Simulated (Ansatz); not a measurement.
A run of Ansatz (development build ahead of 0.2.0) on triplet CoOF at this shape:

```xyz
3

Co    0.0000    0.0000    0.0000
O     0.0000    1.4138    0.6593
F     0.0000   -1.5679    0.7311
```

Its results:

```json
{
  "Converged": "yes",
  "Total energy": "-1557.83059 hartree",
  "Spin squared of the determinant": "2.555",
  "Stability test": "minimum"
}
```

Q: Which input gives this output? Name the method, the orbitals and the basis set, and write the input.

A: r²SCAN (unrestricted) in pcseg-2.

```yaml
crystal:
  periodic: [false, false, false]
  atoms:
    - { symbol: Co, position_ang: [0.0, 0.0, 0.0] }
    - { symbol: O, position_ang: [0.0, 1.41384, 0.65928] }
    - { symbol: F, position_ang: [0.0, -1.56791, 0.73113] }
basis:
  gaussian: { orbitals: pcseg-2 }
magnetization:
  spin_polarized: true
  initial_magnetization: 2
hamiltonian:
  xc: r2scan
```

Caution: other spin multiplicities were not run; the unrestricted determinant is spin contaminated.
